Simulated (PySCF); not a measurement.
Computed shifts of a molecule C5H10, PBE/pcSseg-1 (PySCF), GIAO, gas phase, equivalent atoms averaged, in ppm (number of nuclei): ¹³C: 38.4 (1), 36.1 (2), 26.6 (1), 23.2 (1). ¹H: 2.65 (1), 2.33 (2), 2.13 (1), 1.99 (1), 1.84 (2), 1.36 (3). References: ¹³C against TMS (σ = 182.0 ppm); ¹H against TMS (σ = 31.49 ppm), references at their B3LYP-D3(BJ)/def2-TZVP geometries, non-relativistic. Coordinates come from a B3LYP-D3(BJ)/def2-SVP optimisation. The values are those of a single conformer.

### Question
Identify the compound among the candidates.
A) C[C@H]1C[C@@H]1C
B) CC1CCC1
C) C1CCCC1
D) C=CCCC

### Answer
B, CC1CCC1
